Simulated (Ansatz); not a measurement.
Consider the ligand exchange at the Si–S bond: `S[SiH2]S` + `N[SiH3]` → `[SiH3]N[SiH2]S` + H₂S.

Calculated with Ansatz (gas phase, PBE0-D4/def2-TZVP geometries, no zero-point term in ΔE). CCSD(T)/CBS is the MP2 limit (def2-TZVPP, def2-QZVPP) plus CCSD(T) − MP2 in def2-TZVPP, frozen cores. This one scheme is used for every species. Functionals use def2-TZVPP. B3LYP here is the variant with VWN-RPA as its local correlation; programs differ in this. Each species was taken in one conformer, which may not be the lowest.

`S[SiH2]S`:

Cartesian coordinates in Å:
```
S -1.253 -0.827 1.001
Si -0.088 0.272 -0.414
S 1.384 1.393 0.633
H -1.624 -1.760 0.108
H 0.496 -0.690 -1.381
H -0.871 1.300 -1.140
H 1.957 0.313 1.193
```

`N[SiH3]`:

```xyz
7

N     0.799   -0.044   -0.705
Si   -0.436    0.111    0.482
H     0.617    0.239   -1.654
H     1.411   -0.844   -0.684
H    -0.990    1.487    0.386
H    -1.583   -0.839    0.360
H     0.181   -0.110    1.815
```

`[SiH3]N[SiH2]S`:

Z-matrix (Å, degrees):
```
Si
N 1 1.729
H 1 1.483 2 107.3
H 1 1.488 2 111.1 3 119.9
H 1 1.488 2 112.0 3 -120.0
Si 2 1.718 1 128.9 3 3.4
H 2 1.012 1 115.8 3 -173.5
S 6 2.138 2 113.6 1 -119.4
H 6 1.482 2 106.0 1 3.5
H 6 1.484 2 112.7 1 125.3
H 8 1.344 6 94.8 2 61.4
```

H₂S:

Z-matrix (Å, degrees):
```
S
H 1 1.341
H 1 1.341 2 92.3
```

```json
{"level": "B3LYP-D4", "ΔE (kJ/mol)": "-11.5"}
{"level": "PBE", "ΔE (kJ/mol)": "1.2"}
{"level": "SCS-MP2/def2-TZVPP", "ΔE (kJ/mol)": "-13.9"}
{"level": "MP2/def2-QZVPP", "ΔE (kJ/mol)": "-10.1"}
```

(1) What does CCSD(T)/CBS give? (An estimate is asked.)

Largest T1 diagnostic among the species: 0.011.

Answers

(1) Ansatz gave: -10.9 kJ/mol. The listed levels differ from it by -0.6, 12.1, -3.0, 0.8 kJ/mol.

The D4 term adds −4.0 kJ/mol with B3LYP and −2.6 kJ/mol with PBE0; it sums over pairs of atoms, weighted by their polarisabilities, and B3LYP, whose exchange is more repulsive, gets the larger term.
